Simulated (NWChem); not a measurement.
# CH4O2Ti; SMILES [O]=[Ti]([OH])[CH3]

```xyz
8

Ti     0.0952    -0.0828    -0.2749
O      1.5850    -0.2543     0.2502
O     -0.9977    -1.4395     0.1741
H     -0.8167    -2.2392     0.6767
C     -0.6197     1.8380     0.1823
H     -1.6237     2.0211    -0.2409
H      0.0666     2.6338    -0.1558
H     -0.6999     1.9293     1.2804
```
Atoms are numbered in this order, from 1.

Computed with NWChem. Coordinates come from a PBE0/def2-SVP optimisation. Ions are spin-unrestricted doublets at the neutral geometry; other ion states weren't tried.

For level PBE0/def2-SVP:

| Quantity | Value |
|---|---|
| vertical ionisation energy, ΔSCF (eV) | 9.57 |
| −ε(HOMO) (eV) | 7.32 |

**Question.** What are these values for level PBE/def2-SVP?

**Answer.** 
| Item | Value |
|---|---|
| vertical ionisation energy, ΔSCF (eV) | 9.29 |
| −ε(HOMO) (eV) | 5.83 |
